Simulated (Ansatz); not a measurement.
Born–Oppenheimer molecular dynamics of F$_{3}$H$_{3}$W (7 atoms, charge 0, multiplicity 1). It starts from a relaxed structure.

Theory: RKS PBE-D4/def2-SVP in Ansatz.

| Property | Result |
| --- | --- |
| ensemble | NVE (velocity Verlet) |
| time step | 0.5 fs |
| steps asked | 100 |
| starting velocities drawn for | 500 K |
| seed | 916245 |

First frame:

```xyz
7
Properties=species:S:1:pos:R:3
W -0.257 0.257 0.257
F 0.269 -0.269 1.986
H 1.342 -0.117 -0.117
F 0.269 1.986 -0.269
F -1.986 -0.269 -0.269
H 0.117 -1.342 -0.117
H 0.117 -0.117 -1.342
```

Task: How far do the bonds stretch over the last three quarters of this one trajectory? (Pairs bonded in most of those frames.)

Result: 
```
 bond  mean (Å)  spread (Å)  shortest  longest
W1–F2     1.881       0.029      1.85     1.93
W1–H3     1.704       0.059      1.60     1.79
W1–F4     1.874       0.036      1.83     1.93
W1–F5     1.877       0.025      1.85     1.92
W1–H6     1.688       0.013      1.67     1.71
W1–H7     1.703       0.065      1.60     1.79
```

Mean temperature of the second half: 230 K. The conserved energy stayed within 0.2 meV per atom of its start (net change 0.0033 meV per atom), so the integration is sound. A run of 0.05 ps of so small a system gives no equilibrium averages.

The run took 2.7 min on 2 threads of Arm Neoverse V1, with other jobs on the host, peak memory 0.13 GiB.
